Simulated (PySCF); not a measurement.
water (H₂O), singlet, geometry from GFN2-xTB. Base run: DF-R2SCAN/6-311G** in PySCF.

PySCF was given this input:
```python
from pyscf import gto, scf, dft

mol = gto.M(
    atom='''
O     0.009570    0.002064    0.113389
H    -0.055794    0.763622   -0.466128
H    -0.020764   -0.780134   -0.440983
''',
    basis='6-311g**',
    charge=0,
    spin=0,
    verbose=5,
)

mf = dft.RKS(mol)
mf.xc = 'r2scan'
mf = mf.density_fit(auxbasis='def2-universal-jkfit')
mf.kernel()
```

The base run was repeated with changes; each row names its change, and settings that it needs were set with it.

```
change               basis functions     E (Eh)  HOMO (eV)  HOMO-LUMO gap (eV)  dipole (D)
-------------------  ---------------  ---------  ---------  ------------------  ----------
base                              30  -76.40532      -6.95                8.39        2.03
basis = pcseg-0                   13  -76.13048      -6.43                8.43        2.40
basis = 6-31G                     13  -76.34334      -6.74                8.62        2.47
basis = def2-SV(P)                18  -76.29628      -6.79                8.55        2.15
basis = 6-31G*                    18  -76.36431      -6.73                8.94        2.08
basis = pcseg-1                   24  -76.36523      -7.14                8.57        2.02
basis = cc-pVDZ                   24  -76.38099      -6.65                8.64        1.89
basis = aug-cc-pVDZ               41  -76.40141      -7.59                7.39        1.81
basis = def2-TZVP                 43  -76.41943      -7.40                8.36        2.02
basis = cc-pVTZ                   58  -76.41717      -7.22                8.45        1.87
basis = pc-2                      58  -76.42442      -7.51                8.11        1.94
basis = cc-pVQZ                  115  -76.42581      -7.42                8.22        1.85
basis = def2-QZVPP               117  -76.42854      -7.54                8.10        1.86
```

Totals compare only among sets that treat the same electrons; sets with core potentials leave the core out.
